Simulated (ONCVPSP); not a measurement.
# Building the ONCV potential for Ba (Z = 56) (PBE, scalar-relativistic).

Input for ONCVPSP 4.0.1:

```
# ATOM AND REFERENCE CONFIGURATION
# atsym  z   nc   nv     iexc    psfile
  Ba 56.00    9    3        4      upf
#
#   n    l    f
    1    0    2.00
    2    0    2.00
    2    1    6.00
    3    0    2.00
    3    1    6.00
    3    2   10.00
    4    0    2.00
    4    1    6.00
    4    2   10.00
    5    0    2.00
    5    1    6.00
    6    0    1.75
#
# PSEUDOPOTENTIAL AND OPTIMIZATION
# lmax
    2
#
#   l,   rc,      ep,       ncon, nbas, qcut
    0    2.80    0.00    4    8    4.00
    1    1.80    0.00    4    9    5.20
    2    2.20    0.22    3    6    4.30
#
# LOCAL POTENTIAL
# lloc, lpopt,  rc(5),   dvloc0
    4    1    1.45    6.00
#
# VANDERBILT-KLEINMAN-BYLANDER PROJECTORs
# l, nproj, debl
    0    2    1.70
    1    2    2.10
    2    2    2.20
#
# MODEL CORE CHARGE
# icmod, fcfact, rcfact
    2    0.70    1.10
#
# LOG DERIVATIVE ANALYSIS
# epsh1, epsh2, depsh
   -3.00    5.00    0.02
#
# OUTPUT GRID
# rlmax, drl
    6.00    0.01
#
# TEST CONFIGURATIONS
# ncnf
    4
# nvcnf
#   n    l    f
    3
    5    0    2.00
    5    1    6.00
    6    0    2.00
#
    3
    5    0    2.00
    5    1    6.00
    6    0    1.00
#
    3
    5    0    2.00
    5    1    6.00
    6    0    0.00
#
    4
    5    0    2.00
    5    1    6.00
    6    0    0.00
    6    1    2.00
#
```

Command:

```bash
oncvpsp.x < Ba.dat > Ba.out
```

Output (shortened: citation, most of the input echo, consistency checks and plot data are left out):

```
ONCVPSP  (Optimized Norm-Conservinng Vanderbilt PSeudopotential)
scalar-relativistic version 4.0.1

#   n    l    f        energy (Ha)
    1    0    2.00    -1.3693414E+03
    2    0    2.00    -2.1647855E+02
    2    1    6.00    -1.9411714E+02
    3    0    2.00    -4.5733991E+01
    3    1    6.00    -3.8566169E+01
    3    2   10.00    -2.8159115E+01
    4    0    2.00    -9.0118019E+00
    4    1    6.00    -6.7001218E+00
    4    2   10.00    -3.3442823E+00
    5    0    2.00    -1.2857416E+00
    5    1    6.00    -7.3652684E-01
    6    0    1.75    -1.5680580E-01

Reference configufation results
  iterations    26
  all-electron total energy (Ha)   -8.13553029D+03

Begin loop to  construct optimized pseudo wave functions
and semi-local pseudopoentials for all angular momenta

Calculating optimized projector #   1

 for l=   0

    Fraction of norm inside rc  0.968360
    Optimizing pswf for qcut=   4.00 a_B^-1,  ecut=   8.00 Ha
    Residual kinetic energy error=  9.64D-06 Ha

    Energy error per electron        Cutoff
         Ha          eV             Ha
         0.01000     0.27211        1.92
         0.00100     0.02721        5.22
         0.00010     0.00272        6.73
         0.00001     0.00027        7.98

Calculating optimized projector #   2

 for l=   0

    Fraction of norm inside rc  0.087838
    Optimizing pswf for qcut=   4.00 a_B^-1,  ecut=   8.00 Ha
    Residual kinetic energy error=  1.59D-05 Ha

    Energy error per electron        Cutoff
         Ha          eV             Ha
         0.01000     0.27211        1.60
         0.00100     0.02721        4.97
         0.00010     0.00272        6.81
         0.00001     0.00027        9.53

   Wellstate for l =  1  n =  7
     eigenvalue =   1.3635
     asymptotic potential =   1.8635
     half-point radius =  4.3762

Calculating optimized projector #   1

 for l=   1

    Fraction of norm inside rc  0.469298
    Optimizing pswf for qcut=   5.21 a_B^-1,  ecut=  13.55 Ha
    Residual kinetic energy error=  2.90D-04 Ha

    Energy error per electron        Cutoff
         Ha          eV             Ha
         0.01000     0.27211        8.41
         0.00100     0.02721       11.82
         0.00010     0.00272       22.20
         0.00001     0.00027       76.97

Calculating optimized projector #   2

 for l=   1

    Fraction of norm inside rc  0.086829
    Optimizing pswf for qcut=   5.21 a_B^-1,  ecut=  13.55 Ha
    Residual kinetic energy error=  4.50D-04 Ha

    Energy error per electron        Cutoff
         Ha          eV             Ha
         0.01000     0.27211        8.57
         0.00100     0.02721       12.43
         0.00010     0.00272       22.92
         0.00001     0.00027       95.21

WARNING wellstate: moderately localized bound state found for n= 5 l=  2
WARNING scattering state with energy  0.05000000
WARNING will be used for the first projector

   Wellstate for l =  2  n =  6
     eigenvalue =   0.0500
     asymptotic potential =   0.5500
     half-point radius = 16.8790

   Wellstate for l =  2  n =  7
     eigenvalue =   2.2500
     asymptotic potential =   2.7500
     half-point radius =  4.0900

Calculating optimized projector #   1

 for l=   2

    Fraction of norm inside rc  0.068040
    Optimizing pswf for qcut=   4.30 a_B^-1,  ecut=   9.26 Ha
    Residual kinetic energy error=  3.89D-06 Ha

    Energy error per electron        Cutoff
         Ha          eV             Ha
         0.01000     0.27211        2.78
         0.00100     0.02721        4.35
         0.00010     0.00272        5.60
         0.00001     0.00027        7.25

Calculating optimized projector #   2

 for l=   2

    Fraction of norm inside rc  0.133905
    Optimizing pswf for qcut=   4.30 a_B^-1,  ecut=   9.26 Ha
    Residual kinetic energy error=  4.68D-05 Ha

    Energy error per electron        Cutoff
         Ha          eV             Ha
         0.01000     0.27211        5.57
         0.00100     0.02721        6.65
         0.00010     0.00272        7.83
         0.00001     0.00027       26.77

Construct Vanderbilt / Kleinmman-Bylander projectors

B matrix Hermiticity error, ll=   0
   1   2    6.5080E-05

  Orthonormal projector coefficients  3.1424E+00  1.0038E+00

B matrix Hermiticity error, ll=   1
   1   2   -1.7792E-04

  Orthonormal projector coefficients  3.9626E+00  7.0084E-01

B matrix Hermiticity error, ll=   2
   1   2    6.5503E-05

  Orthonormal projector coefficients  2.1553E+00  4.2678E-01

Model core correction analysis
  based on d2Exc/dn_idn_j

d2excae - all-electron derivatives

   -2.590375D-02   -2.248749D-02   -1.810231D-03
   -2.248743D-02   -2.274709D-02   -2.998816D-03
   -1.809361D-03   -2.997091D-03   -2.720487D-02

d2excps - pseudofunction derivatives with no core correction

   -3.772666D-02   -2.443514D-02   -3.178036D-03
   -2.443497D-02   -2.507438D-02   -3.226141D-03
   -3.178800D-03   -3.224444D-03   -2.735109D-02

rms 2nd derivative error    4.172060E-03

amplitude prefactor, scale prefactor
   22.9498    1.0580

d2excps - pseudofunction derivatives with core correction

   -2.116716D-02   -2.045630D-02   -1.523090D-03
   -2.045591D-02   -2.394511D-02   -2.801641D-03
   -1.522199D-03   -2.799913D-03   -2.718855D-02

rms 2nd derivative error    1.896380E-03

Pseudoatom total energy  -25.801892

Diagnostic tests using Vanderbilt-Kleinman-Bylander pseudopotentials
  1 or more projectors used as specified by nproj input data

   l    rcore       rmatch      e in        delta e   norm test  slope test

   0   2.8061390   2.8913395  -1.2857416   0.0000004   1.0000912   1.0000849
   0   2.8061390   2.8913395  -0.1568058   0.0000005   1.0000148   1.0000122

   1   1.8024308   1.8571565  -0.7365268  -0.0000037   1.0000673   1.0000938
   1   1.8024308   1.8571565   1.3634732   0.0000011   1.0003079   1.0003079

   2   2.2089707   2.2760398   0.0500000   0.0000178   1.0000807   1.0000807
   2   2.2089707   2.2760398   2.2500000  -0.0000256   1.0002794   1.0002794

 Testing for bound ghosts
   n   l    E NL Schr. Eq   E Basis Diag.   E Cutoff

   1   0       -1.285741       -1.285735     33.65
   2   0       -0.156805       -0.146272     33.65

   2   1       -0.736531       -0.735459    121.28

   3   2       -0.117461       -0.102038     37.53

 Testing for highly-localized positive-energy ghosts
       l    <radius>/rc     E Basis Diag.   E Cutoff

Test configuration 0

   n   l     f        eae           eps        diff
   1   0  2.0000-1369.34138080
   2   0  2.0000 -216.47855283
   2   1  6.0000 -194.11713648
   3   0  2.0000  -45.73399067
   3   1  6.0000  -38.56616903
   3   2 10.0000  -28.15911459
   4   0  2.0000   -9.01180195
   4   1  6.0000   -6.70012175
   4   2 10.0000   -3.34428231
   5   0  2.0000   -1.28574165   -1.28574120    4.45D-07
   5   1  6.0000   -0.73652684   -0.73653057   -3.73D-06
   6   0  1.7500   -0.15680580   -0.15680526    5.36D-07

    Total energies and differences
      AE_ref= -8.13553029D+03  AE_tst= -8.13553029D+03  dif=  0.00D+00
      PS_ref= -2.58018924D+01  PS_tst= -2.58018924D+01  dif=  3.55D-15
      PSP excitation error= -3.55D-15

Test configuration 1

   n   l     f        eae           eps        diff
   1   0  2.0000-1369.29264064
   2   0  2.0000 -216.42985192
   2   1  6.0000 -194.06843521
   3   0  2.0000  -45.68531165
   3   1  6.0000  -38.51749017
   3   2 10.0000  -28.11043303
   4   0  2.0000   -8.96320065
   4   1  6.0000   -6.65153335
   4   2 10.0000   -3.29572544
   5   0  2.0000   -1.23751751   -1.23739494    1.23D-04
   5   1  6.0000   -0.68855370   -0.68855881   -5.11D-06
   6   0  2.0000   -0.11870029   -0.11869640    3.89D-06

    Total energies and differences
      AE_ref= -8.13553029D+03  AE_tst= -8.13556470D+03  dif= -3.44D-02
      PS_ref= -2.58018924D+01  PS_tst= -2.58362992D+01  dif= -3.44D-02
      PSP excitation error=  3.31D-06

Test configuration 2

   n   l     f        eae           eps        diff
   1   0  2.0000-1369.50398918
   2   0  2.0000 -216.64096746
   2   1  6.0000 -194.27955283
   3   0  2.0000  -45.89629567
   3   1  6.0000  -38.72847327
   3   2 10.0000  -28.32143240
   4   0  2.0000   -9.17372085
   4   1  6.0000   -6.86197691
   4   2 10.0000   -3.50598332
   5   0  2.0000   -1.44575548   -1.44637744   -6.22D-04
   5   1  6.0000   -0.89524465   -0.89526896   -2.43D-05
   6   0  1.0000   -0.27872394   -0.27876560   -4.17D-05

    Total energies and differences
      AE_ref= -8.13553029D+03  AE_tst= -8.13536764D+03  dif=  1.63D-01
      PS_ref= -2.58018924D+01  PS_tst= -2.56392071D+01  dif=  1.63D-01
      PSP excitation error= -3.00D-05

Test configuration 3

   n   l     f        eae           eps        diff
   1   0  2.0000-1369.75439333
   2   0  2.0000 -216.89093282
   2   1  6.0000 -194.52951872
   3   0  2.0000  -46.14601288
   3   1  6.0000  -38.97818831
   3   2 10.0000  -28.57117975
   4   0  2.0000   -9.42254091
   4   1  6.0000   -7.11064805
   4   2 10.0000   -3.75430092
   5   0  2.0000   -1.68980461   -1.69199171   -2.19D-03
   5   1  6.0000   -1.13581909   -1.13599105   -1.72D-04

    Total energies and differences
      AE_ref= -8.13553029D+03  AE_tst= -8.13500083D+03  dif=  5.29D-01
      PS_ref= -2.58018924D+01  PS_tst= -2.52722360D+01  dif=  5.30D-01
      PSP excitation error= -1.94D-04

Test configuration 4

   n   l     f        eae           eps        diff
   1   0  2.0000-1369.37599976
   2   0  2.0000 -216.51327416
   2   1  6.0000 -194.15177563
   3   0  2.0000  -45.76889175
   3   1  6.0000  -38.60105897
   3   2 10.0000  -28.19401583
   4   0  2.0000   -9.04647605
   4   1  6.0000   -6.73471247
   4   2 10.0000   -3.37869642
   5   0  2.0000   -1.31890956   -1.32057139   -1.66D-03
   5   1  6.0000   -0.76757207   -0.76772525   -1.53D-04
   6   1  2.0000   -0.07878411   -0.07879259   -8.48D-06

    Total energies and differences
      AE_ref= -8.13553029D+03  AE_tst= -8.13541251D+03  dif=  1.18D-01
      PS_ref= -2.58018924D+01  PS_tst= -2.56840386D+01  dif=  1.18D-01
      PSP excitation error= -7.29D-05
```

The run took about 4.9 s on one core of a shared server CPU.
